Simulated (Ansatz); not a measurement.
Born–Oppenheimer molecular dynamics of CH5Ga (7 atoms, charge 0, multiplicity 1). It goes on from the last frame of an earlier run, with new velocities.

These are results of Ansatz 0.2.0, RKS PBE0-D4/def2-SVP, not measurements.

* ensemble: NVE (velocity Verlet)
* time step: 1 fs
* steps asked: 150
* starting velocities drawn for: 1000 K
* seed: 302509

First frame:

```xyz
7
Properties=species:S:1:pos:R:3
Ga 0.013 -0.004 0.134
C -0.381 0.129 2.126
H -0.358 -0.893 2.488
H 0.369 0.830 2.540
H -1.423 0.388 2.282
H 1.255 0.857 -0.365
H -0.710 -1.060 -0.776
```

(1) What does the run give?

(2) What happens to the structure?

(3) How do temperature and energy run in time?

## Answers

(1) All steps were run.

```yaml
steps_done: 150
time_covered: 150 fs
mean_temperature_over_the_second_half: 731 K
spread_of_the_potential_energy_over_the_second_half: 14.5 meV per atom
mean_potential_energy_of_the_second_half_above_the_start: 25.8 meV per atom
```

The conserved energy stayed within 2 meV per atom of its start (net change 1.7 meV per atom), so the integration is sound. A run of 0.15 ps of so small a system gives no equilibrium averages.

(2) The same pairs are bonded in the first frame and the last. Pairs count as bonded within 1.25 times the sum of covalent radii (0.12 Å more for H–H). The details hang on the random start.

(3) 
```csv
time (fs),T (K),potential energy less start (eV),conserved less start (meV/atom)
0.0,1000,0.000,0.00
12.0,578,0.285,1.81
24.0,1019,-0.009,0.49
36.0,936,0.039,-0.30
48.0,693,0.206,1.05
60.0,833,0.114,0.78
72.0,573,0.286,1.34
84.0,741,0.176,1.22
96.0,644,0.237,1.07
108.0,949,0.040,1.02
120.0,794,0.134,0.18
132.0,820,0.120,0.53
144.0,585,0.282,1.98
```

Run time: 4.2 min on 1 thread of AMD EPYC 7B13 (Zen 3), on a shared host, peak memory 0.15 GiB.
